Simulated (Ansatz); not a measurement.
Born–Oppenheimer molecular dynamics of C₃H₁₂OSi₂ (18 atoms, charge 0, multiplicity 1). It starts from a relaxed structure.

Method: Ansatz, RKS PBE-D4/STO-3G.

| Item | Value |
| --- | --- |
| ensemble | NVE (Milne-controlled integrator) |
| time step | 0.5 fs |
| steps asked | 247 |
| starting velocities drawn for | 1000 K |
| seed | 750203 |

First frame:

```xyz
18
Properties=species:S:1:pos:R:3
C -1.478 -1.613 0.722
Si -1.159 -0.023 1.670
C -0.748 1.375 0.464
C 0.594 1.133 -0.306
O 0.500 -0.155 -1.022
Si 1.992 -0.435 -1.867
H -2.477 -1.613 0.256
H -0.726 -1.677 -0.085
H -1.399 -2.505 1.363
H -0.029 -0.201 2.573
H -2.318 0.354 2.468
H -1.562 1.493 -0.275
H -0.660 2.336 1.005
H 1.444 1.144 0.431
H 0.775 1.990 -1.011
H 1.819 -1.711 -2.543
H 3.129 -0.500 -0.948
H 2.268 0.621 -2.841
```

Q: What does the run give?

A: All steps were run.

```json
{
 "steps done": "247",
 "time covered": "123.5 fs",
 "mean temperature over the second half": "492 K",
 "spread of the potential energy over the second half": "8.9 meV per atom",
 "mean potential energy of the second half above the start": "58.3 meV per atom"
}
```

The conserved energy stayed within 0.014 meV per atom of its start (net change 0.0017 meV per atom), so the integration is sound. The temperature averaged 0.49 of the 1000 K drawn at the start: a run that starts near a minimum puts about half its kinetic energy into the potential. A run of 0.12 ps of so small a system gives no equilibrium averages. Limits of this set-up: minimal basis.

Q: What happens to the structure?

A: The same pairs are bonded in the first frame and the last. Pairs count as bonded within 1.25 times the sum of covalent radii (0.12 Å more for H–H). This is one draw of velocities; another would differ in detail.

Q: How do temperature and energy run in time?

A: 
| time (fs) | T (K) | potential energy less start (eV) | conserved less start (meV/atom) |
| --- | --- | --- | --- |
| 0.0 | 1000 | 0.000 | 0.00 |
| 6.0 | 404 | 1.232 | 0.01 |
| 12.0 | 476 | 1.084 | -0.01 |
| 18.0 | 621 | 0.785 | 0.00 |
| 24.0 | 442 | 1.154 | 0.00 |
| 30.0 | 588 | 0.852 | 0.00 |
| 36.0 | 385 | 1.273 | 0.00 |
| 42.0 | 528 | 0.976 | -0.01 |
| 48.0 | 518 | 0.997 | 0.00 |
| 54.0 | 412 | 1.216 | 0.00 |
| 60.0 | 535 | 0.962 | 0.00 |
| 66.0 | 507 | 1.019 | 0.00 |
| 72.0 | 513 | 1.008 | 0.00 |
| 78.0 | 545 | 0.942 | 0.00 |
| 84.0 | 482 | 1.072 | 0.00 |
| 90.0 | 646 | 0.733 | 0.00 |
| 96.0 | 431 | 1.177 | 0.00 |
| 102.0 | 434 | 1.170 | 0.00 |
| 108.0 | 512 | 1.010 | 0.00 |
| 114.0 | 483 | 1.069 | 0.00 |
| 120.0 | 456 | 1.126 | 0.00 |

Time of the run: 14 min on 1 thread of Arm Neoverse V1 (shared host), peak memory 0.23 GiB.
